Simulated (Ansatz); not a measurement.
`N#[C][Sn]([F])([Cl])[Cl]` + `C[SiH](N)N` → `C[SiH](N)NC#N` + `[F][SnH]([Cl])[Cl]`  (substitution at a C–Sn bond)

Gas-phase electronic energies from Ansatz, PBE0-D4/def2-TZVP geometries. CCSD(T)/CBS is the MP2 limit (def2-TZVPP, def2-QZVPP) plus CCSD(T) − MP2 in def2-TZVPP, frozen cores. Functionals use def2-TZVPP. Elements past krypton have def2 core potentials. For Sn outer-core shells are correlated without core-valence functions, which leaves a few kJ/mol of doubt a bond. Each species was taken in one conformer, which may not be the lowest.

(1) Is it downhill or uphill in electronic energy at CCSD(T)/CBS, and by how much? (An estimate is asked.)

(2) What do these levels give: PBE0-D4, ωB97X-V, MP2/def2-TZVPP, CCSD(T)/def2-TZVPP, MP2/CBS(def2), CCSD/CBS(def2)? (An estimate is asked.)

Largest T1 diagnostic among the species: 0.013.

Answers

(1) Ansatz gave: Uphill: ΔE = +29.6 kJ/mol.

(2) Ansatz gave: PBE0-D4 1.3, ωB97X-V 11.1, MP2/def2-TZVPP 30.1, CCSD(T)/def2-TZVPP 28.7, MP2/CBS(def2) 30.9, CCSD/CBS(def2) 27.9 kJ/mol.

In def2-TZVPP, CCSD(T) changes the Hartree–Fock value by +13.7 kJ/mol (the triples alone add +1.7 kJ/mol) and MP2 by +15.1 kJ/mol.
